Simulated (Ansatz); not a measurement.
Frontier orbitals of CH6GeO3, SMILES `[CH3][Ge]([OH])([OH])[OH]`.

Charge 0, multiplicity 1. Correlated methods include outer-core shells of Ge, which these sets cover unevenly. Scalar relativity is left out up to krypton. Geometry: relaxed with PBE0-D4/def2-TZVP. It is one conformer, not always the lowest. Basis def2-TZVPP, Ansatz.

```tsv
functional	HOMO (eV)	LUMO (eV)
r2SCAN0	-8.77	0.63
```

(1) Give HOMO and LUMO (eV) with LDA (SPW92), PBE, revPBE, BLYP, r2SCAN, B97M-V, PBE0, B3LYP, r2SCANh, HSE06 (plane-wave form), BHLYP, CAM-B3LYP, LC-ωPBE, ωB97X-V, ωB97M-V, HF. (Best estimate.)

## Answers

(1) The calculation gave: 
| functional | HOMO | LUMO |
| --- | --- | --- |
| LDA (SPW92) | -7.09 | -0.86 |
| PBE | -6.89 | -0.66 |
| revPBE | -6.82 | -0.56 |
| BLYP | -6.80 | -0.71 |
| r2SCAN | -7.26 | -0.09 |
| B97M-V | -7.35 | -0.43 |
| PBE0 | -8.51 | 0.25 |
| B3LYP | -8.26 | -0.14 |
| r2SCANh | -7.87 | 0.21 |
| HSE06 (plane-wave form) | -8.11 | -0.12 |
| BHLYP | -10.03 | 0.92 |
| CAM-B3LYP | -9.98 | 1.03 |
| LC-ωPBE | -11.33 | 2.41 |
| ωB97X-V | -10.97 | 2.18 |
| ωB97M-V | -10.88 | 1.77 |
| HF | -12.31 | 3.07 |

B3LYP here is the variant with VWN-RPA as its local correlation; programs differ in this. LC-ωPBE has ω = 0.4 bohr⁻¹. Positive LUMOs are unbound and depend on the basis.
